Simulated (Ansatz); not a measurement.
A nudged elastic band was laid between two geometries of BF2H2N + H2 (8 atoms, charge 0, multiplicity 1).

Method: RKS PBE0-D4/6-31G* in Ansatz.

```json
{
  "movable images": "9",
  "climbing image": "yes",
  "spring": "5.0 eV/Å²",
  "optimiser": "quadratic models (default)",
  "start path": "through a guess of the saddle point",
  "force threshold": "0.03 eV/Å",
  "iteration limit": "60",
  "end points": "relaxed"
}
```

First end point:

```xyz
8
Properties=species:S:1:pos:R:3
B 0.083 -0.668 0.260
N 0.040 -0.292 1.607
H -0.819 -0.256 2.131
H 0.866 -0.045 2.126
F 1.236 -0.712 -0.403
F -1.029 -0.995 -0.396
H -0.407 3.125 0.914
H -0.310 2.396 1.030
```

Last end point:

```xyz
8
Properties=species:S:1:pos:R:3
B 0.061 0.344 0.048
N -0.128 0.356 1.728
H -0.391 -0.581 2.031
H 0.739 0.613 2.195
F 1.064 -0.583 -0.126
F -1.174 -0.086 -0.381
H 0.348 1.489 -0.240
H -0.859 1.003 2.015
```

Q: Which bonds break or form, and what moves?

A: Bonds broken: H7–H8. Bonds formed: B1–H7, N2–H8. BF2H2N + H2 becomes BF2H4N.

Q: Give the energies along the band, and the barrier.

A: It converged. The highest image is number 6 of 0 to 10, 1.90 eV above the first end and 1.84 eV above the last; the last end lies 0.07 eV above the first. Neighbouring images differ by up to 1.3 eV, so the band resolves the path poorly. A vibrational analysis at the climbing image gives one clearly imaginary mode, 1518i cm⁻¹: a first-order saddle point. The orbitals stay closed-shell, which can raise the energy where a bond breaks towards radicals; this wasn't checked here.

| image | path coordinate (Å) | energy (eV) | H7–H8 (Å) | B1–H7 (Å) | N2–H8 (Å) |
| --- | --- | --- | --- | --- | --- |
| 0 | 0.00 | 0.00 | 0.74 | 3.88 | 2.77 |
| 1 | 0.50 | 0.00 | 0.74 | 3.62 | 2.81 |
| 2 | 1.00 | 0.01 | 0.74 | 3.27 | 2.82 |
| 3 | 1.50 | 0.05 | 0.74 | 2.79 | 2.64 |
| 4 | 2.00 | 0.21 | 0.74 | 2.35 | 2.28 |
| 5 | 2.50 | 0.87 | 0.77 | 1.87 | 1.83 |
| 6 | 3.00 | 1.90 | 1.02 | 1.44 | 1.35 |
| 7 | 3.60 | 0.58 | 1.69 | 1.24 | 1.03 |
| 8 | 4.21 | 0.12 | 2.40 | 1.21 | 1.02 |
| 9 | 4.81 | 0.09 | 2.49 | 1.21 | 1.02 |
| 10 | 5.42 | 0.07 | 2.60 | 1.21 | 1.02 |

Q: What is the geometry of the highest image?

A: 
```xyz
8
Properties=species:S:1:pos:R:3
B -0.018 0.142 0.261
N -0.034 0.217 1.810
H -0.842 -0.168 2.285
H 0.837 0.035 2.294
F 1.187 -0.151 -0.265
F -1.118 -0.424 -0.274
H -0.185 1.558 0.081
H -0.166 1.348 1.078
```

Time of the run: 2.9 min on 1 thread of Intel(R) Xeon(R) 6975P-C (Granite Rapids) (shared host), peak memory 0.14 GiB.
